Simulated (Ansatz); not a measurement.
Gas-phase electronic energies from Ansatz, PBE0-D4/def2-TZVP geometries. CCSD(T)/CBS adds triple-zeta CCSD(T) − MP2 to the extrapolated MP2 energy (def2 sets, frozen cores). This one scheme is used for every species. DFT in def2-TZVPP. Each species was taken in one conformer, which may not be the lowest.

Reaction (formal exchange of groups at a C–C bond): `O=C[C]1=[N][AlH]1` + CH₄ → `C[C]1=[N][AlH]1` + `C=O`

Is it downhill or uphill in electronic energy at CCSD(T)/CBS, and by how much? (Best estimate.)

Ansatz gave: Uphill: ΔE = +24.0 kJ/mol.

What do these levels give: LDA (SPW92), PBE0-D4, r2SCANh-D4, ωB97X-V, BLYP, CCSD(T)/def2-SVP, HF/def2-TZVPP, SCS-MP2/def2-TZVPP, CCSD(T)/def2-TZVPP, HF/def2-QZVPP, SCS-MP2/def2-QZVPP, MP2/CBS(def2)? (Estimate.)

The calculation gave: LDA (SPW92) 22.7, PBE0-D4 24.2, r2SCANh-D4 26.4, ωB97X-V 26.1, BLYP 25.7, CCSD(T)/def2-SVP 25.9, HF/def2-TZVPP 28.4, SCS-MP2/def2-TZVPP 23.9, CCSD(T)/def2-TZVPP 25.0, HF/def2-QZVPP 27.8, SCS-MP2/def2-QZVPP 23.1, MP2/CBS(def2) 22.8 kJ/mol.

Largest T1 diagnostic among the species: 0.018.

In def2-TZVPP, CCSD(T) changes the Hartree–Fock value by −3.4 kJ/mol (the triples alone add +0.4 kJ/mol) and MP2 by −4.6 kJ/mol. Leaving LDA and LC-ωPBE aside and taking each functional with its dispersion term where it has one, the values, not all of them listed here, spread over 4.4 kJ/mol, from PBE-D4 to B97M-V.
